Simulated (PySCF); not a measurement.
System: C₂HF₄, charge 0, multiplicity 2. It need not be the lowest isomer of its formula. 
Geometry from a B3LYP-D3(BJ)/def2-TZVP (Ansatz) optimisation:
```
C
F 1 1.3438
F 1 1.3439 2 108.66
F 1 1.3540 2 106.64 3 115.73
C 1 1.4864 2 112.03 4 123.61
F 5 1.3270 1 115.84 2 -55.85
H 5 1.0801 6 116.75 1 155.98
```
Charge 0, spin multiplicity 2.

Dispersion corrections to the total energy (kcal/mol) from the dftd3 and dftd4 libraries through PySCF: D3(BJ) without and D4 with the three-body term, each with the damping fitted for the functional named.

```tsv
functional	D3(BJ)	D4
HSE06	-1.28	-1.86
BHLYP	-2.84	-2.60
B2PLYP	-1.66	(withheld)
TPSSh	-2.46	-3.04
B2GP-PLYP	-1.17	-1.00
PBE	-2.22	(withheld)
PW6B95	(withheld)	-2.16
```

Question: Complete the blanks.

Answer: 
- B2PLYP, D4: -1.71
- PBE, D4: -2.47
- PW6B95, D3(BJ): -0.95
